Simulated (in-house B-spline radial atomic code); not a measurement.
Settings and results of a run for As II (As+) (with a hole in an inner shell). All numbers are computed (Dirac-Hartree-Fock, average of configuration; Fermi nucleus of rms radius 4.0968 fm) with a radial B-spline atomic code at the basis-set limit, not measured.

Command:
```bash
python run_scf.py task.json out
```
Settings (nuclear radius in fm, mass in u):
```
Z                33
configuration    1s2 2s1 2p6 3s2 3p6 3d10 4s2 4p3
hamiltonian      dirac
method           hf
spin_polarised   False
nucleus          fermi
rms_radius       4.0968
atomic_mass      74.92159
speed_of_light   137.035999084
```

Output (hartree, bohr):
```
 radial grid: 82 intervals, B-splines of order 8, outer radius 60 bohr

 iter        energy (Eh)    residual
    1      -2199.8659849    5.51e-01
    2      -2201.6169511    2.89e-01
    3      -2202.5768389    4.88e-02
    4      -2202.6089810    8.92e-03
    5      -2202.6097139    5.38e-03
    6      -2202.6100901    7.04e-04
    7      -2202.6100968    4.06e-05
    8      -2202.6100968    3.74e-06
    9      -2202.6100968    5.62e-07
   10      -2202.6100968    7.02e-08

 total energy                    -2202.610097
 kinetic                           2251.56526
 electron-nucleus                 -5298.61775
 electron-electron                  844.44239

 first-order corrections (not in the total)
   Gaunt                            1.11976
   retardation                     -0.10777
   frequency dependence            -0.00479
   self-energy                      0.74556
   Uehling                         -0.07282
   Wichmann-Kroll                   0.00070
   recoil                           0.01164

 orbital      occ     eigenvalue          <r>       <r^2>       <1/r>       <r^4>     <1/r^2>       r_max    small
 1s1/2      2.000     -442.75733    0.0454797  0.00278484     33.4734 2.00308e-05     2320.84     0.02974  1.43e-02
 2s1/2      1.000      -60.35878     0.201506   0.0481032     7.47913  0.00423502     241.315      0.1692  2.83e-03
 2p1/2      2.000      -53.74326     0.172936   0.0366829     7.43889  0.00271917     78.2947      0.1334  2.82e-03
 2p3/2      4.000      -52.35529     0.176528   0.0380977     7.22604   0.0029119      71.249      0.1364  2.76e-03
 3s1/2      2.000       -9.25399     0.583133    0.391577     2.47765    0.243199     40.9172      0.5144  6.99e-04
 3p1/2      2.000       -7.09346     0.591103    0.409151     2.33567    0.283319     12.4265      0.5051  6.31e-04
 3p3/2      4.000       -6.88437     0.600427    0.422007      2.2866    0.301323     11.3515      0.5129  6.17e-04
 3d3/2      4.000       -3.08227     0.620154    0.475432     2.04323    0.486497     5.45754      0.4556  5.12e-04
 3d5/2      6.000       -3.04757     0.624128     0.48149     2.02925    0.498912     5.37425      0.4582  5.07e-04
 4s1/2      2.000       -1.17134      1.81263     3.74592    0.720365     22.2869     4.00669       1.542  8.85e-05
 4p1/2      1.000       -0.74250      2.13188     5.23692    0.604718     45.4523     1.05086       1.766  6.41e-05
 4p3/2      2.000       -0.72728      2.16285     5.38868    0.594878     48.0762    0.970631       1.792  6.24e-05
```

Cost of the run: 1.3 s on 1 thread of Arm Neoverse V2 (shared host).

For the Dirac Hamiltonian the kinetic term is c α·p + (β - 1)c².
